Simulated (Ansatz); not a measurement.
C2H3ClOSi, SMILES `ClC1=CO[SiH2]1`. The species carries charge 0 and has multiplicity 1.

```xyz
8

Cl   -2.141   -0.791   -1.282
C    -0.739   -0.232   -0.507
C     0.154    0.687   -0.908
O     1.142    0.820    0.051
Si    0.337   -0.367    0.982
H     0.230    1.303   -1.799
H    -0.142    0.162    2.280
H     1.159   -1.582    1.183
```

Q: List the harmonic frequencies (cm⁻¹, unscaled) at PBE0-D4/def2-TZVP in Ansatz. (An estimate is asked.)

A: The calculation gave: 229, 250, 296, 468, 601, 619, 669, 733, 783, 926, 968, 1097, 1125, 1264, 1608, 2254, 2264, 3198.

Q: Is this a minimum?

A: Yes, all 18 modes are real.

Q: Give the ideal-gas thermochemistry at 298.15 K and 1 bar (rigid rotor, harmonic oscillator; point group Cs, symmetry number 1).

A: Zero-point energy 115.7 kJ/mol; H(298) − E = 132.1 kJ/mol; entropy 312.4 J/(mol·K), of which translation 167.1, rotation 112.3, vibration 33.0; G(298) − E = 38.9 kJ/mol.

Q: And at 400, 500, 600, 800 and 1000 K?

A: 
```tsv
T (K)	H − E (kJ/mol)	S (J/mol/K)	G − E (kJ/mol)
400	141.8	340.3	5.7
500	152.9	365.0	-29.6
600	165.2	387.4	-67.2
800	192.4	426.4	-148.7
1000	222.1	459.5	-237.4
```
